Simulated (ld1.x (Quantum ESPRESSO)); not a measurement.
# Pseudopotential generation for Er (Z = 68): PAW, PBE, scalar-relativistic.

| Quantity | Value |
| --- | --- |
| Element | erbium (Er) |
| Generator | ld1.x (Quantum ESPRESSO) 7.5 |
| Type | PAW |
| Functional | PBE |
| Relativity | scalar-relativistic |
| Frozen core | [Kr] 4d10 |
| Valence charge | 22 |
| Reference configuration | 4f12 5s2 5p6 5d0.5 6s1.5 6p0 |
| Partial waves | 5s (bound): rcut 1.75, rcutus 2.35 bohr; 6s (bound): rcut 1.75, rcutus 2.35 bohr; 5p (bound): rcut 2.10, rcutus 2.80 bohr; 6p (bound, empty): rcut 2.10, rcutus 2.80 bohr; 5d (bound): rcut 1.65, rcutus 2.20 bohr; 5d channel at 2 Ry: rcut 1.65, rcutus 2.20 bohr; 4f (bound): rcut 1.20, rcutus 1.40 bohr; 4f channel at 3.5 Ry: rcut 1.20, rcutus 1.40 bohr |
| Local potential | all-electron potential smoothed inside 1.05 bohr (lloc = -1) |
| Core correction | Bessel-smoothed model core inside 1.20 bohr |
| Augmentation charge | PSQ, inside the norm-conserving radii |

All-electron outer shells of the reference configuration (PBE, scalar-relativistic, ld1.x):

| shell | level (eV) | outermost node (bohr) | outermost maximum (bohr) |
| --- | --- | --- | --- |
| 4p | -314.28 | 0.27 | 0.49 |
| 4d | -165.06 | 0.25 | 0.51 |
| 5s | -51.52 | 0.60 | 1.11 |
| 5p | -26.08 | 0.65 | 1.28 |
| 6s | -3.77 | 1.52 | 3.38 |
| 4f | -2.84 | – | 0.51 |
| 6p | -1.15 | 1.87 | 4.86 |
| 5d | -0.81 | 0.73 | 2.16 |

Results:

```
Configuration tests                       : test run stopped at test 4 of 7 (negative rho)
Lowest eigenvalue of the overlap operator : -1.13 (p channel); it is negative, so in a basis up to 400 Ry S is not positive definite and the file is unfit for use
Density cutoff estimated by the generator : 403 Ry
```

The ghost test of this file was not conclusive. Its overlap operator is not positive definite in a basis up to 400 Ry (lowest eigenvalue s -0.15, p -1.13), so the file is unfit for use: the generalised eigenproblem breaks down once the basis is large enough, and its test numbers describe a broken file.

Generation and tests took about 2 s on one core of a shared server CPU.
